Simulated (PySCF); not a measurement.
## Basis-set dependence of GeH at PBE0

PySCF, UKS reference; doublet, unpaired electrons π ↑; De to Ge + H without counterpoise correction.

| basis | relativity | functions | Re (Å) | ωe (cm⁻¹) | De (eV) | μ (D) |
| --- | --- | --- | --- | --- | --- | --- |
| cc-pVDZ-PP/cc-pVDZ | scalar-relativistic core potentials | 28 | 1.611 | 1876 | 2.81 | -0.16 |
| aug-cc-pVDZ-PP/aug-cc-pVDZ | scalar-relativistic core potentials | 41 | 1.609 | 1870 | 2.80 | -0.24 |
| def2-SVPD | no relativity | 46 | 1.603 | 1911 | 2.87 | -0.11 |
| cc-pVTZ-PP/cc-pVTZ | scalar-relativistic core potentials | 53 | 1.601 | 1882 | 2.84 | -0.19 |
| def2-TZVPP | no relativity | 62 | 1.602 | 1899 | 2.88 | -0.12 |
| def2-TZVPPD | no relativity | 71 | 1.601 | 1899 | 2.88 | -0.12 |

How does each smaller set differ from the one with most functions, def2-TZVPPD?

cc-pVDZ-PP/cc-pVDZ: +1.0 pm, -1.2 % in ωe, -0.07 eV in De; aug-cc-pVDZ-PP/aug-cc-pVDZ: +0.8 pm, -1.5 % in ωe, -0.08 eV in De; def2-SVPD: +0.2 pm, +0.6 % in ωe, -0.01 eV in De; cc-pVTZ-PP/cc-pVTZ: +0.0 pm, -0.9 % in ωe, -0.04 eV in De; def2-TZVPP: +0.1 pm, +0.0 % in ωe, +0.00 eV in De. All at PBE0; the set with most functions is neither the basis-set limit nor always the best. The rows treat relativity differently, so the differences are not basis effects alone.

A positive dipole means Ge(−)H(+). Spin–orbit coupling is left out. The state is the lowest determinant that a PBE0 search found; another state may lie lower at other levels.
